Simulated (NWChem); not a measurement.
The numbers come from NWChem runs, not from measurements. System: C$_{2}$H$_{4}$FNSi, charge 0, spin multiplicity 1, displaced from the optimised geometry. The structure started from a generated list of species. Level: BLYP/def2-SVP.

Job file:

```
start mol
memory heap 200 mb stack 800 mb global 1000 mb
geometry units angstroms nocenter noautoz noautosym
  C      2.244637     0.639574    -1.168449
  C      1.179761     0.451178    -0.558612
  Si    -0.416740     0.190856     0.377125
  N     -1.678741    -0.154984    -0.772491
  F     -0.127493    -1.047567     1.453222
  H      3.185566     0.805813    -1.706803
  H     -0.807178     1.382644     1.215853
  H     -1.512553    -0.769029    -1.589382
  H     -2.679239    -0.122938    -0.508615
end
basis spherical
  * library def2-svp
end
dft
  xc becke88 lyp
  iterations 100
  direct
end
task dft gradient
```

Output (cleaned and shortened):

```
             Northwest Computational Chemistry Package (NWChem) 7.3.0
             --------------------------------------------------------

                                NWChem Input Module
                                -------------------

 Scaling coordinates for geometry "geometry" by  1.889725989
 (inverse scale =  0.529177249)

                             Geometry "geometry" -> ""
                             -------------------------

 Output coordinates in angstroms (scale by  1.889725989 to convert to a.u.)

  No.       Tag          Charge          X              Y              Z
 ---- ---------------- ---------- -------------- -------------- --------------
    1 C                    6.0000     2.24463700     0.63957400    -1.16844900
    2 C                    6.0000     1.17976100     0.45117800    -0.55861200
    3 Si                  14.0000    -0.41674000     0.19085600     0.37712500
    4 N                    7.0000    -1.67874100    -0.15498400    -0.77249100
    5 F                    9.0000    -0.12749300    -1.04756700     1.45322200
    6 H                    1.0000     3.18556600     0.80581300    -1.70680300
    7 H                    1.0000    -0.80717800     1.38264400     1.21585300
    8 H                    1.0000    -1.51255300    -0.76902900    -1.58938200
    9 H                    1.0000    -2.67923900    -0.12293800    -0.50861500

 Effective nuclear repulsion energy (a.u.)     203.4541041438

            Nuclear Dipole moment (a.u.)
            ----------------------------
        X                 Y               Z
 ---------------- ---------------- ----------------
     0.0000000000    -0.0000094486    -0.0000037795


 Summary of "ao basis" -> "" (spherical)
 ------------------------------------------------------------------------------
       Tag                 Description            Shells   Functions and Types
 ---------------- ------------------------------  ------  ---------------------
 *                          def2-svp                  on all atoms

                                 NWChem DFT Module
                                 -----------------

 Summary of "ao basis" -> "ao basis" (spherical)
 ------------------------------------------------------------------------------
       Tag                 Description            Shells   Functions and Types
 ---------------- ------------------------------  ------  ---------------------
 C                          def2-svp                 6       14   3s2p1d
 Si                         def2-svp                 8       18   4s3p1d
 N                          def2-svp                 6       14   3s2p1d
 F                          def2-svp                 6       14   3s2p1d
 H                          def2-svp                 3        5   2s1p

 Summary of "ao basis" -> "ao basis" (spherical)
 ------------------------------------------------------------------------------
       Tag                 Description            Shells   Functions and Types
 ---------------- ------------------------------  ------  ---------------------
 C                          def2-svp                 6       14   3s2p1d
 Si                         def2-svp                 8       18   4s3p1d
 N                          def2-svp                 6       14   3s2p1d
 F                          def2-svp                 6       14   3s2p1d
 H                          def2-svp                 3        5   2s1p

            General Information
            -------------------
          SCF calculation type: DFT
          Wavefunction type:  closed shell.
          No. of atoms     :     9
          No. of electrons :    46
           Alpha electrons :    23
            Beta electrons :    23
          Charge           :     0
          Spin multiplicity:     1
          Use of symmetry is: off; symmetry adaption is: off
          Maximum number of iterations: 100
          This is a Direct SCF calculation.
          AO basis - number of functions:    94
                     number of shells:    44
          Convergence on energy requested:  1.00D-06
          Convergence on density requested:  1.00D-05
          Convergence on gradient requested:  5.00D-04

              XC Information
              --------------
                    Becke 1988 Exchange Functional  1.000
              Lee-Yang-Parr Correlation Functional  1.000

             Grid Information
             ----------------
          Grid used for XC integration:  medium
          Radial quadrature: Mura-Knowles
          Angular quadrature: Lebedev.
          Tag              B.-S. Rad. Rad. Pts. Rad. Cut. Ang. Pts.
          ---              ---------- --------- --------- ---------
          C                   0.70       49          12.0       434
          Si                  1.10       88          11.0       590
          N                   0.65       49          12.0       434
          F                   0.50       49          12.0       434
          H                   0.35       45          14.0       434
          Grid pruning is: on
          Number of quadrature shells:   464
          Spatial weights used:  Erf1

          Convergence Information
          -----------------------
          Convergence aids based upon iterative change in
          total energy or number of iterations.
          Levelshifting, if invoked, occurs when the
          HOMO/LUMO gap drops below (HL_TOL):  1.00D-02
          DIIS, if invoked, will attempt to extrapolate
          using up to (NFOCK): 10 stored Fock matrices.

                    Damping( 0%)  Levelshifting(0.5)       DIIS
[...]
 d= 0,ls=0.0,diis     4   -522.3885319178  1.52D-03  2.10D-03  8.79D-02     4.4
 d= 0,ls=0.0,diis     5   -522.3989804424 -1.04D-02  7.41D-04  1.06D-02     5.4
  Resetting Diis
 d= 0,ls=0.0,diis     6   -522.4002015544 -1.22D-03  2.50D-04  1.24D-03     6.5
 d= 0,ls=0.0,diis     7   -522.4003383986 -1.37D-04  1.58D-04  6.08D-05     7.5
 d= 0,ls=0.0,diis     8   -522.4003161472  2.23D-05  1.10D-04  2.42D-04     8.4
 d= 0,ls=0.0,diis     9   -522.4003433369 -2.72D-05  3.06D-05  2.16D-05     9.5
 d= 0,ls=0.0,diis    10   -522.4003459441 -2.61D-06  8.77D-06  1.62D-06    10.5
 d= 0,ls=0.0,diis    11   -522.4003461597 -2.16D-07  1.42D-06  1.93D-08    11.5

         Total DFT energy =     -522.400346159700
      One electron energy =    -1124.163598485115
           Coulomb energy =      448.779070255069
    Exchange-Corr. energy =      -50.469922073452
 Nuclear repulsion energy =      203.454104143799

 Numeric. integr. density =       45.999993754437

     Total iterative time =     11.2s

                       DFT Final Molecular Orbital Analysis
                       ------------------------------------

 Vector   21  Occ=2.000000D+00  E=-2.507417D-01
              MO Center=  1.3D+00,  4.5D-01, -7.6D-01, r^2= 2.5D+00
   Bfn.  Coefficient  Atom+Function         Bfn.  Coefficient  Atom+Function
  ----- ------------  ---------------      ----- ------------  ---------------
    20      0.276810  2 C  pz                 6      0.266470  1 C  pz
    19     -0.227167  2 C  py                 5     -0.220957  1 C  py
     4      0.195899  1 C  px                18      0.185870  2 C  px
     9      0.158119  1 C  pz                23      0.154343  2 C  pz
     8     -0.132230  1 C  py                51      0.130262  4 N  py

 Vector   22  Occ=2.000000D+00  E=-2.483916D-01
              MO Center=  1.6D+00,  5.6D-01, -7.8D-01, r^2= 1.9D+00
   Bfn.  Coefficient  Atom+Function         Bfn.  Coefficient  Atom+Function
  ----- ------------  ---------------      ----- ------------  ---------------
     5      0.343427  1 C  py                19      0.336963  2 C  py
     6      0.232252  1 C  pz                20      0.233412  2 C  pz
     8      0.201705  1 C  py                22      0.189705  2 C  py
     9      0.136628  1 C  pz                23      0.127722  2 C  pz
    80     -0.102331  7 H  s                 81     -0.098852  7 H  s

 Vector   23  Occ=2.000000D+00  E=-2.227002D-01
              MO Center= -1.2D+00, -5.5D-02, -6.8D-01, r^2= 2.4D+00
   Bfn.  Coefficient  Atom+Function         Bfn.  Coefficient  Atom+Function
  ----- ------------  ---------------      ----- ------------  ---------------
    51      0.466762  4 N  py                54     -0.370501  4 N  py
    52     -0.266036  4 N  pz                55      0.224981  4 N  pz
    40     -0.118542  3 Si py                64     -0.110534  5 F  px
     6     -0.105562  1 C  pz                66     -0.095410  5 F  pz
     5      0.092556  1 C  py                67      0.079043  5 F  px

 Vector   24  Occ=0.000000D+00  E=-3.379798D-02
              MO Center=  1.0D+00,  3.9D-01, -6.1D-01, r^2= 4.1D+00
   Bfn.  Coefficient  Atom+Function         Bfn.  Coefficient  Atom+Function
  ----- ------------  ---------------      ----- ------------  ---------------
     8      0.473031  1 C  py                22     -0.404197  2 C  py
    49     -0.387854  4 N  s                  5      0.363578  1 C  py
    40     -0.332000  3 Si py                19     -0.276217  2 C  py
    81      0.264331  7 H  s                  9      0.234619  1 C  pz
    91      0.226531  9 H  s                 23     -0.187170  2 C  pz

 Vector   25  Occ=0.000000D+00  E=-2.883148D-02
              MO Center=  1.1D+00,  4.7D-01, -6.0D-01, r^2= 3.6D+00
   Bfn.  Coefficient  Atom+Function         Bfn.  Coefficient  Atom+Function
  ----- ------------  ---------------      ----- ------------  ---------------
     9      0.393289  1 C  pz                49     -0.345533  4 N  s
    23     -0.328526  2 C  pz                41     -0.306986  3 Si pz
     6      0.305016  1 C  pz                 7      0.260415  1 C  px
    20     -0.243301  2 C  pz                 8     -0.240855  1 C  py
    21     -0.213228  2 C  px                 4      0.209260  1 C  px

 Vector   26  Occ=0.000000D+00  E= 2.527626D-02
              MO Center= -1.5D+00, -2.5D-01, -6.7D-01, r^2= 5.4D+00
   Bfn.  Coefficient  Atom+Function         Bfn.  Coefficient  Atom+Function
  ----- ------------  ---------------      ----- ------------  ---------------
    49      1.206242  4 N  s                 86     -0.849865  8 H  s
    91     -0.700612  9 H  s                 32     -0.547300  3 Si s
    81      0.546523  7 H  s                 39      0.320752  3 Si px
    48      0.237506  4 N  s                 31     -0.195342  3 Si s
     9      0.180010  1 C  pz                54     -0.179356  4 N  py

 center of mass
 --------------
 x =   0.03559061 y =  -0.04961847 z =   0.08510291

 moments of inertia (a.u.)
 ------------------
         401.114164612115        -109.205790419131         113.870030640887
        -109.205790419131         792.143428220348         126.829435014711
         113.870030640887         126.829435014711         624.481156762294

     Multipole analysis of the density
     ---------------------------------

     L   x y z        total         alpha         beta         nuclear
     -   - - -        -----         -----         ----         -------
     0   0 0 0      0.000000    -23.000000    -23.000000     46.000000

     1   1 0 0     -0.367946     -0.183973     -0.183973      0.000000
     1   0 1 0      0.102959      0.051484      0.051484     -0.000009
     1   0 0 1     -0.708176     -0.354086     -0.354086     -0.000004

     2   2 0 0    -20.002694   -154.900484   -154.900484    289.798274
     2   1 1 0      1.735272    -28.880420    -28.880420     59.496112
     2   1 0 1     -1.428893     29.876237     29.876237    -61.181368
     2   0 2 0    -28.217712    -45.173422    -45.173422     62.129132
     2   0 1 1      2.105921     30.087338     30.087338    -58.068755
     2   0 0 2    -26.745824    -89.106672    -89.106672    151.467520

            General Information
            -------------------
          SCF calculation type: DFT
          Wavefunction type:  closed shell.
          No. of atoms     :     9
          No. of electrons :    46
           Alpha electrons :    23
            Beta electrons :    23
          Charge           :     0
          Spin multiplicity:     1
          Use of symmetry is: off; symmetry adaption is: off
          Maximum number of iterations: 100
          This is a Direct SCF calculation.
          AO basis - number of functions:    94
                     number of shells:    44
          Convergence on energy requested:  1.00D-06
          Convergence on density requested:  1.00D-05
          Convergence on gradient requested:  5.00D-04

              XC Information
              --------------
                    Becke 1988 Exchange Functional  1.000
              Lee-Yang-Parr Correlation Functional  1.000

             Grid Information
             ----------------
          Grid used for XC integration:  medium
          Radial quadrature: Mura-Knowles
          Angular quadrature: Lebedev.
          Tag              B.-S. Rad. Rad. Pts. Rad. Cut. Ang. Pts.
          ---              ---------- --------- --------- ---------
          C                   0.70       49          12.0       434
          Si                  1.10       88          11.0       590
          N                   0.65       49          12.0       434
          F                   0.50       49          12.0       434
          H                   0.35       45          14.0       434
          Grid pruning is: on
          Number of quadrature shells:   464
          Spatial weights used:  Erf1

          Convergence Information
          -----------------------
          Convergence aids based upon iterative change in
          total energy or number of iterations.
          Levelshifting, if invoked, occurs when the
          HOMO/LUMO gap drops below (HL_TOL):  1.00D-02
          DIIS, if invoked, will attempt to extrapolate
          using up to (NFOCK): 10 stored Fock matrices.

                    Damping( 0%)  Levelshifting(0.5)       DIIS
                  --------------- ------------------- ---------------
          dE  on:    start            ASAP                start
          dE off:    2 iters        100 iters           100 iters

      Screening Tolerance Information
      -------------------------------
          Density screening/tol_rho:  1.00D-10
          AO Gaussian exp screening on grid/accAOfunc:  14
          CD Gaussian exp screening on grid/accCDfunc:  20
          XC Gaussian exp screening on grid/accXCfunc:  20
          Schwarz screening/accCoul:  1.00D-08

                            NWChem DFT Gradient Module
                            --------------------------

  charge          =   0.00
  wavefunction    = closed shell

                         DFT ENERGY GRADIENTS

    atom               coordinates                        gradient
                 x          y          z           x          y          z
   1 C       4.241749   1.208620  -2.208048    0.011859   0.002132  -0.006925
   2 C       2.229425   0.852603  -1.055624   -0.010393  -0.002024   0.006622
   3 Si     -0.787524   0.360666   0.712663   -0.001635   0.004089   0.002043
   4 N      -3.172360  -0.292877  -1.459796   -0.001009   0.001533  -0.001159
   5 F      -0.240927  -1.979615   2.746191    0.001687  -0.008011   0.006963
   6 H       6.019847   1.522766  -3.225390    0.009351   0.001636  -0.005356
   7 H      -1.525345   2.612818   2.297629   -0.001590   0.005396   0.004142
   8 H      -2.858311  -1.453254  -3.003496    0.001603  -0.005517  -0.008470
   9 H      -5.063028  -0.232319  -0.961143   -0.009872   0.000765   0.002140

                 ----------------------------------------
                 |  Time  |  1-e(secs)   |  2-e(secs)   |
                 ----------------------------------------
                 |  CPU   |       0.01   |       4.16   |
                 ----------------------------------------
                 |  WALL  |       0.01   |       4.16   |
                 ----------------------------------------

 Task  times  cpu:       16.5s     wall:       16.5s

 Total times  cpu:       16.5s     wall:       16.5s
```
